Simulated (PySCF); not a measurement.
H2O2Zn. Atoms are numbered in the order given.

```xyz
5

Zn     0.0000     0.0000     0.0061
O      1.7620     0.0797    -0.0774
H      2.2220    -0.5054     0.5270
O     -1.7620    -0.0797    -0.0774
H     -2.2220     0.5054     0.5270
```
Charge 0, spin multiplicity 1.

Geometry: PBE0-D3(BJ)/def2-TZVP. The isomer is the one that the SMILES or the coordinates give; other isomers of the formula were not compared. Other conformers were not sampled.

All values below come from PySCF 2.14.0 with IEF-PCM-B3LYP/def2-SVP.

The values are the electrostatic part of the solvation free energy, E(continuum) − E(gas) at the gas-phase geometry, in a cavity of scaled van der Waals radii (PySCF's table); cavitation and dispersion terms are not included. A continuum can't describe solvent molecules that bind to the metal. In vacuum the orbital gap is 6.41 eV. The dipole moment in vacuum is 2.04 D.

| solvent | ε | ΔG(elec) (kcal/mol) | dipole (D) | gap (eV) |
|---|---|---|---|---|
| water | 78.36 | -18.2 | 2.46 | 6.70 |
| 2-propanol | 19.26 | -17.0 | 2.43 | 6.68 |
| N,N-dimethylformamide | 37.22 | -17.8 | 2.45 | 6.69 |
